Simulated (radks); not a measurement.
Values are calculated unless marked as measured or tabulated.
Neutral chlorine inside a hard spherical wall (all orbitals vanish at R), configuration held at [Ne] 3s2 3p5 and not refilled when levels cross. Code: a radial shooting solver on a logarithmic mesh with Libxc functionals. Model: non-relativistic Kohn-Sham, PBE, spin-polarised, spherical densities, point nucleus; open shells are filled with parallel spins first. Eigenvalues in eV for spin up, with the zero of energy where the potential of the charges vanishes at infinity; a dash marks a level that is unbound or too diffuse for the functional's potential to be trusted. A positive occupied level is held by the wall or, in an anion where self-interaction has pushed it up, behind a barrier. The pressure on the wall is -dE/dV.

R (bohr)	E (hartree)	kinetic (hartree)	e(2s)	e(2p)	e(3s)	e(3p)	e(4s, empty)	e(4p, empty)	pressure (GPa)
free	-459.97063	459.408	-251.01	-191.63	-20.972	-9.011	-	-	0
15	-459.97063	459.408	-251.01	-191.63	-20.972	-9.011	-	-	< 0.0001
8	-459.97039	459.411	-250.98	-191.61	-20.953	-8.992	0.828	3.091	0.0141
7	-459.96944	459.420	-250.92	-191.54	-20.901	-8.941	1.764	4.582	0.0904
5	-459.94128	459.615	-249.83	-190.44	-20.124	-8.129	7.865	12.913	4.49
3.5	-459.59651	461.353	-243.32	-183.86	-15.723	-3.141	30.170	38.662	128
2.5	-457.53157	469.035	-224.18	-164.35	-0.462	14.303	93.710	104.43	1810
2	-453.09995	482.331	-200.88	-140.38	25.180	42.276	185.94	194.63	8740
